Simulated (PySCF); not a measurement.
Compound: C3H9BS.
SMILES: `BSCCC`

Jobs on this species (14 atoms, 48 electrons) with PySCF (density fitting). Hardware of each: one thread, Arm Neoverse V2 (aarch64), no GPU, on a shared host. Times come from a shared host and carry two figures at best. Peak memory is the resident size of the whole Python process, interpreter and libraries included.

```
                                                                 level and settings                                                          work  basis functions  SCF cycles  wall time  peak memory
   delta-SCF UKS B3LYP, pcX-2 on the ionised atom, pcseg-1 elsewhere, spin-free X2C                                 ΔSCF core ionisation, 6 holes              161           ?          ?            ?
    delta-SCF UKS PBE0, pcX-2 on the ionised atom, pcseg-1 elsewhere, spin-free X2C                                 ΔSCF core ionisation, 6 holes              161           ?          ?            ?
    delta-SCF UKS SCAN, pcX-2 on the ionised atom, pcseg-1 elsewhere, spin-free X2C                                 ΔSCF core ionisation, 6 holes              161          95       36 s     0.56 GiB
                                                 PBE0-D3(BJ)/def2-SVP, grid level 1  geometry optimisation from a GFN2-xTB start shaken at random              119          31       23 s     0.51 GiB
     delta-SCF UKS PBE, pcX-2 on the ionised atom, pcseg-1 elsewhere, spin-free X2C                                 ΔSCF core ionisation, 6 holes              161          92       22 s     0.57 GiB
delta-SCF UKS SCAN, def2-TZVP on the ionised atom, pcseg-1 elsewhere, spin-free X2C                                 ΔSCF core ionisation, 6 holes              138          95       34 s     0.54 GiB
 delta-SCF UKS SCAN, pcX-2 on the ionised atom, pcseg-1 elsewhere, non-relativistic                                 ΔSCF core ionisation, 6 holes              161          95       37 s     0.54 GiB
    delta-SCF UKS SCAN, pcX-1 on the ionised atom, pcseg-1 elsewhere, spin-free X2C                                 ΔSCF core ionisation, 6 holes              141          95       29 s     0.54 GiB
```

Task: Fill in the missing figures.

Result: 
- delta-SCF UKS B3LYP, pcX-2 on the ionised atom, pcseg-1 elsewhere, spin-free X2C; ΔSCF core ionisation, 6 holes: 41 s, 0.62 GiB, 84 SCF cycles
- delta-SCF UKS PBE0, pcX-2 on the ionised atom, pcseg-1 elsewhere, spin-free X2C; ΔSCF core ionisation, 6 holes: 40 s, 0.61 GiB, 84 SCF cycles

Task: What do all jobs in the table cost together?

Result: About 4.4 min; the longest takes about 16 % of that, and about 1.9 times as long as the shortest.
